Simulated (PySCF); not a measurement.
Predicted microwave data (PBE0-D3(BJ)/def2-SVP geometry optimisation, gas phase in PySCF 2.14.0) for one isomer of C9H15N:

| Item | Value |
| --- | --- |
| Rotational constants | A = 1775, B = 1139, C = 794.9 MHz |
| Dipole components | \|μa\| = 3.43 D, \|μb\| = 1.39 D, \|μc\| = 1.66 D |
| Inertial defect | -92.76 u·Å² |
| κ | -0.30 |

Question: Which candidate fits, each taken in the one conformer that was computed?
A. `[CH2:1]=[CH:2]/[CH:3]=[C:4]([CH3:5])/[CH:6]=[CH:7]/[N:8]([CH3:9])[CH3:10]` with C1–C2–C3–C4 180°, C3–C4–C6–C7 180°
B. `[CH3:1][CH2:2][c:3]1[c:4]([CH3:5])[cH:6][cH:7][n:8]1[CH2:9][CH3:10]` with C1–C2–C3–C4 92°, C7–N8–C9–C10 87°
C. `[CH3:1][C@@H:2]1[CH2:3][CH2:4][CH2:5][CH2:6][CH2:7][C@H:8]1[C:9]#[N:10]` with C1–C2–C3–C4 150°, C2–C3–C4–C5 73°, C3–C4–C5–C6 -52°, C4–C5–C6–C7 68°

Answer: C. It is C[C@@H]1CCCCC[C@H]1C#N, an asymmetric top, point group C1. The candidates at the same level (rigid rotor, commonest isotopes):

| SMILES | A (MHz) | B (MHz) | C (MHz) | μa (D) | μb (D) | μc (D) | Δ (u·Å²) | point group | rotor |
| --- | --- | --- | --- | --- | --- | --- | --- | --- | --- |
| CCc1c(C)ccn1CC | 1649 | 1180 | 795.3 | 1.73 | 1.03 | 0.02 | -99.38 | C1 | asymmetric top |
| C=C/C=C(C)/C=C/N(C)C | 3613 | 480.3 | 428.7 | 3.61 | 0.45 | 0.15 | -13.03 | C1 | near-prolate asymmetric top |
| C[C@@H]1CCCCC[C@H]1C#N | 1775 | 1139 | 794.9 | 3.43 | 1.39 | 1.66 | -92.76 | C1 | asymmetric top |

`C=C/C=C(C)/C=C/N(C)C` has A 104 % too high; `CCc1c(C)ccn1CC` has A 7 % too low. No structure here is proved a minimum.
